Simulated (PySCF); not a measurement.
C₅H₅O₄ (charge -1).
Numbering: `[O:1]=[CH:2][O:3][C:4]1([C:5](=[O:6])[O-:7])[CH2:8][CH2:9]1` (hydrogens: H10 on C2; H11, H12 on C8; H13, H14 on C9)

Structure optimised with GFN2-xTB, isolated species.

Question: Give the optimised bond lengths and angles.

Answer: 
```csv
bond,length (Å)
O1=C2,1.220
C2–O3,1.433
O3–C4,1.388
C4–C5,1.520
C5=O6,1.219
C5–O7,1.282
C4–C8,1.507
C8–C9,1.502
C4–C9,1.496
C2–H10,1.117
"C8–H11, C9–H14",1.080
"C8–H12, C9–H13",1.080
```

Bonds in one row agree within 0.01 Å and their mean is given. A selection of angles:
```csv
angle,degrees
O1–C2–O3,120.3
C2–O3–C4,108.1
O3–C4–C5,106.4
O3–C4–C8,122.5
O3–C4–C9,120.4
C5–C4–C8,120.3
C5–C4–C9,121.7
C8–C4–C9,60.0
C4–C5–O6,123.0
C4–C5–O7,109.3
O6–C5–O7,127.6
C4–C8–C9,59.6
```

Torsions: O1–C2–O3–C4 -82° (synclinal); C2–O3–C4–C5 -33° (synclinal); O3–C4–C5–O6 -167° (antiperiplanar); O3–C4–C8–C9 109° (anticlinal); O3–C4–C9–C8 -112° (anticlinal). The mirror-image conformer, all signs reversed, is as good.

Of the pairs four or more bonds apart, C2···O7 is among the closest relative to their van der Waals radii: 1.71 Å, 53 % of the sum of Bondi's values. The C–O distances run from 1.219 Å (C5=O6, drawn double in one of several resonance forms) to 1.433 Å (C2–O3, drawn single), a spread of 0.214 Å. C5 (carboxylate carbon) is planar (angles 127.6°, 123.0° and 109.3°, sum 360.0°, 0.01 Å off the plane of its three neighbours). O3 (ester single-bonded oxygen) is bent (angle 108.1°). C2 (ester carbonyl carbon) is pyramidal (angles 120.9°, 120.3° and 105.7°, sum 346.8°, 0.26 Å off the plane of its three neighbours). The C–C distances run from 1.496 Å (C4–C9, drawn single) to 1.520 Å (C4–C5, drawn single), a spread of 0.024 Å. The 3-membered ring C4–C8–C9 has internal angles of 59.6° to 60.3°.

Point group: C1 (no symmetry element, even within 0.4 Å). Not checked by GFN2-xTB frequencies.

These are computed values.
